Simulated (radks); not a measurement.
Q: The mean radii <r> (bohr) of the occupied orbitals of an atom or ion are listed with their occupations. Calculated with a radial shooting solver on a logarithmic mesh with Libxc functionals: Dirac Kohn-Sham, exchange-only PBE, spin-unpolarised, spherical densities, finite nucleus; Fermi nuclear charge, rms radius of each element as measured or else 0.836 A^(1/3) + 0.57 fm.

orbital  occ.      <r>
1s1/2       2  0.03040
2s1/2       2   0.1312
2p1/2       2   0.1112
2p3/2       4   0.1164
3s1/2       2   0.3570
3p1/2       2   0.3481
3p3/2       4   0.3589
3d3/2       4   0.3302
3d5/2       6   0.3337
4s1/2       2   0.8235
4p1/2       2   0.8544
4p3/2       4   0.8749
4d3/2       1   0.9493

Name the element and its charge. Open shells, if any, fill j = l - 1/2 first.

A: Z = 48, cadmium, charge +11: Cd11+ in [Kr] 4d1. The 1s radius gives Z: for a bare nucleus <r> = (2 gamma + 1)/(2Z) with gamma = sqrt(1 - (Z/c)^2), 0.02993 bohr for Z = 48, and screening makes it slightly larger (0.03040 here). The occupations add up to 37, and the charge is Z minus that.
